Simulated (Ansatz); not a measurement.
`[NH2][Ga]([SH])[SH]`. Charge 0, multiplicity 1.

```xyz
8

N    -0.9341    1.1084    1.1024
Ga   -0.0012    0.0164    0.0058
S    -0.6559   -0.1677   -2.0869
S     1.7682   -1.0113    0.8150
H    -1.8148    1.5176    0.8428
H    -0.7706    1.1535    2.0932
H     0.3367   -1.0050   -2.4261
H     2.0717   -1.6119   -0.3462
```

Problem. What are the harmonic wavenumbers in cm⁻¹ at PBE0-D4/def2-TZVP (Ansatz, finite differences of forces, unscaled)? (An estimate is asked.)

Solution. Computed: 95, 115, 123, 148, 178, 227, 342, 374, 431, 664, 719, 722, 765, 1561, 2722, 2724, 3622, 3729.

Problem. Is this a minimum?

Solution. Yes, all 18 modes are real.

Problem. Give the ideal-gas thermochemistry at 298.15 K and 1 bar (rigid rotor, harmonic oscillator; point group Cs, symmetry number 1).

Solution. Zero-point energy 115.2 kJ/mol; H(298) − E = 139.1 kJ/mol; entropy 375.6 J/(mol·K), of which translation 171.5, rotation 116.1, vibration 88.0; G(298) − E = 27.1 kJ/mol. Modes under 100 cm⁻¹ are hindered rotations or soft bends, so the harmonic entropy is rough.

Problem. And at 400, 500, 600, 800 and 1000 K?

Solution. 
```tsv
T (K)	H − E (kJ/mol)	S (J/mol/K)	G − E (kJ/mol)
400	151.2	410.5	-13.0
500	164.0	438.9	-55.5
600	177.3	463.3	-100.6
800	205.4	503.6	-197.5
1000	235.0	536.5	-301.6
```
